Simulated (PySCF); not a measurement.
C2Cl3F. Atoms are numbered in the order given.

```xyz
6

F      1.9149    -0.6981     0.0000
C      0.5864    -0.6586     0.0000
Cl    -0.1690    -2.2003     0.0000
C     -0.0862     0.5214     0.0000
Cl    -1.8069     0.6051     0.0000
Cl     0.7856     2.0132     0.0000
```
Charge 0, spin multiplicity 1.

Geometry optimised at PBE-D3(BJ)/def2-SVP.

Method: PBE-D3(BJ)/def2-SVP in PySCF.

Frequencies are harmonic and unscaled.

| mode | ν (cm⁻¹) | IR (km/mol) | moving atoms (share of kinetic energy) |
|---|---|---|---|
| 1 | 117 | 0.1 | Cl 58 %, F 39 % |
| 2 | 165 | 1.2 | Cl 83 %, F 11 % |
| 3 | 246 | 0.2 | Cl 77 %, F 18 % |
| 4 | 303 | 0.3 | C 82 %, F 9 %, Cl 9 % |
| 5 | 356 | 0.1 | Cl 70 %, F 19 %, C 11 % |
| 6 | 395 | 0.6 | Cl 57 %, F 41 % |
| 7 | 511 | 0.8 | C 94 % |
| 8 | 517 | 0.2 | Cl 55 %, F 33 %, C 12 % |
| 9 | 835 | 144.8 | C 74 %, Cl 21 % |
| 10 | 953 | 119.2 | C 85 %, Cl 10 % |
| 11 | 1188 | 129.4 | C 72 %, F 27 % |
| 12 | 1653 | 33.3 | C 98 % |
